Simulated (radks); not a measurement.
Ionisation of the nitrogen ion N+, [He] 2s2 2p2, to [He] 2s2 2p1 as the strength of local exchange is varied. Calculated with a radial shooting solver on a logarithmic mesh with Libxc functionals: Dirac Kohn-Sham, Slater X-alpha exchange (alpha = 2/3 is LDA exchange), no correlation, spin-unpolarised, spherical densities, point nucleus; open shells are shared between the two j in proportion to 2j + 1.

alpha	E(N+) (hartree)	exchange (hartree)	IE (eV)	-e of the level emptied (eV)	<r> of it (bohr)
0.667	-53.14684	-5.33943	27.470	19.371 (2p3/2)	1.287
0.812	-54.31667	-6.60185	29.992	21.670 (2p3/2)	1.242
0.88	-54.87153	-7.20631	31.212	22.790 (2p3/2)	1.222
0.924	-55.23268	-7.60166	32.014	23.529 (2p3/2)	1.210
0.977	-55.66991	-8.08228	32.994	24.435 (2p3/2)	1.195
1.007	-55.91847	-8.35647	33.556	24.954 (2p3/2)	1.187

NIST Atomic Spectra Database: 29.601 eV (semi-empirical). The Delta-SCF value meets it near alpha = 0.79. Spin polarisation and multiplet splitting are left out, so open shells lie too high by an amount that depends on their filling.

Beside tabulated values, note that spin-unpolarised runs miss the spin-polarisation part of the exchange energy of open shells.
